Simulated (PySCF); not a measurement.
# How the method moves the HOMO and LUMO of `[SiH3]C1CC1`

Species: C₃H₈Si.
Numbering: `[SiH3:1][CH:2]1[CH2:3][CH2:4]1` (hydrogens: H5, H6, H7 on Si1; H8 on C2; H9, H10 on C3; H11, H12 on C4)

Structure used (PBE0-D3(BJ)/def2-SVP), in Å, numbered top down from 1:
```xyz
12
C3H8Si angstrom
Si     1.6904   -0.1049   -0.2765
C      0.0333   -0.1060    0.5812
C     -1.2091   -0.5479   -0.1545
C     -1.0296    0.8930    0.1914
H      2.6239    0.8914    0.3359
H      2.3405   -1.4512   -0.2124
H      1.4802    0.2575   -1.7141
H      0.0613   -0.3653    1.6459
H     -1.9494   -1.1282    0.4028
H     -1.1166   -0.8424   -1.2047
H     -1.6450    1.3167    0.9898
H     -0.8129    1.5961   -0.6191
```

Basis pcSseg-2 throughout (PySCF), one geometry. Isolated species at its PBE0-D3(BJ)/def2-SVP geometry, gas phase.

Problem. How do the orbital energies, the gap and the dipole change with the method?

Solution. 
```csv
method,kind,HOMO (eV),LUMO (eV),gap (eV),μ (D),SCF cycles
BLYP,GGA,-6.92,-0.14,6.79,0.96,14
B97-D,GGA,-7.02,-0.06,6.96,0.98,14
OPBE,GGA,-7.05,-0.07,6.98,1.00,14
PBE,GGA,-7.07,-0.21,6.86,0.98,14
KT2,GGA,-7.09,-0.24,6.85,0.95,15
KT3,GGA,-7.11,-0.29,6.82,0.95,14
BP86,GGA,-7.15,-0.13,7.02,0.98,15
LDA,LDA,-7.21,-0.38,6.83,0.95,13
B97-2,global hybrid,-8.05,0.57,8.62,0.95,12
B3LYP,global hybrid,-8.09,0.29,8.37,0.93,13
PBE0,global hybrid,-8.31,0.54,8.85,0.95,12
mPW1PW91,global hybrid,-8.34,0.52,8.86,0.95,12
BHandHLYP,global hybrid,-9.45,1.14,10.58,0.90,10
CAM-B3LYP,range-separated hybrid,-9.68,1.29,10.97,0.90,11
wB97X-D,range-separated hybrid,-10.17,2.22,12.39,0.93,12
LC-wPBE,range-separated hybrid,-11.07,2.40,13.46,0.91,12
HF,Hartree–Fock,-11.23,2.77,13.99,0.91,10
```

The HOMO spans 4.30 eV, from BLYP down to HF, and the gap runs from 6.79 eV (BLYP) to 13.99 eV (HF). Over the methods BLYP (0 %), B97-D (0 %), OPBE (0 %), PBE (0 %), KT2 (0 %), KT3 (0 %), BP86 (0 %), LDA (0 %), B97-2 (21 %), B3LYP (20 %), PBE0 (25 %), mPW1PW91 (25 %), BHandHLYP (50 %), HF (100 %), a straight line through the gap against the share of exact exchange rises by 0.72 eV for each 10 % (correlation coefficient 0.999). The dipole ranges from 0.90 D (BHandHLYP) to 1.00 D (OPBE). This basis has no diffuse functions.

The vertical ΔSCF ionisation energy at B3LYP/def2-SVPD is 10.39 eV; −ε(HOMO) comes closest to it with wB97X-D (10.17 eV).
